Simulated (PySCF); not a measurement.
# Structure elucidation problem

The spectra below were simulated for a compound C$_{4}$H$_{9}$ClO$_{3}$Si.

1H NMR (300 MHz, computed): δ 4.92 (t, 2H), 4.28 (s, 2H), 3.74 (s, 3H), 3.35 (t, 2H).

13C{1H} NMR (computed): δ 177.9 (C), 73.2 (CH2), 59.8 (CH3), 32.1 (CH2).

[PySCF 2.14.0 with density-fitted response routines: shielding tensors at PBE0/pcSseg-1 (GIAO); geometry: GFN2-xTB; one computed conformer; rapidly exchanging positions averaged; in vacuum; non-relativistic Hamiltonian]

Chemical shifts δ = σref − σ; TMS for 1H and 13C, all at this level.

Question: Which of these isomers gave the spectra?
A. CO[C@@H]1O[SiH2]OC[C@H]1Cl
B. CO[C@@H]1COC[Si@@H](Cl)O1
C. COCC(=O)O[SiH2]CCl
D. CO[C@@H]1O[SiH2]OC[C@@H]1Cl
E. CO[C@@H]1[C@@H](Cl)[C@H]1O[SiH2]O

Answer: C. 

1. Rings plus π bonds: 1 (no ring in the answer).
2. 4 carbon signals for 4 carbons: no two carbons are equivalent.
3. Carbon types of the structure: 1 × C, 2 × CH2, 1 × CH3, leaving 2 H on heteroatoms.
4. δC 177.9: carbonyl carbon.
5. δC 73.2: sp3 CH2 bonded to O, α to a carbonyl; pulled downfield by the heteroatom.
6. δC 59.8: methyl carbon bonded to O; deshielded by the electronegative neighbour.
7. δH 4.28: hydrogen on an sp3 CH2 bonded to O, α to a carbonyl; its carbon carries O, which withdraws density.
8. δH 3.74: hydrogen on a methyl carbon bonded to O; its carbon carries O, an electronegative neighbour.

The others: CO[C@@H]1[C@@H](Cl)[C@H]1O[SiH2]O would give 6 signals for carbon-bound and other non-exchanging H, not 4; CO[C@@H]1O[SiH2]OC[C@H]1Cl would give 7 signals for carbon-bound and other non-exchanging H, not 4; CO[C@@H]1O[SiH2]OC[C@@H]1Cl would give 7 signals for carbon-bound and other non-exchanging H, not 4; CO[C@@H]1COC[Si@@H](Cl)O1 would give 7 signals for carbon-bound and other non-exchanging H, not 4.

Carbons that carry Cl, above all several Cl atoms, come out too deshielded, partly because spin–orbit coupling is missing. Shifts are as computed. Against solution values, carbons near 30 ppm lie about +3 ppm off and those near 130 ppm about +5 ppm; carbons on Cl a further +6 ppm. Of 1211 compounds with measured shifts, 218 miss one by over three times the rms of a fit or turn the order of signals round; such compounds aren't used in these exercises. No couplings were computed; multiplicities are counted from neighbouring protons, with m where these are inequivalent, close in shift, in a saturated or five-membered ring or joined by F or P, and br s for small geminal =CH2 splittings.
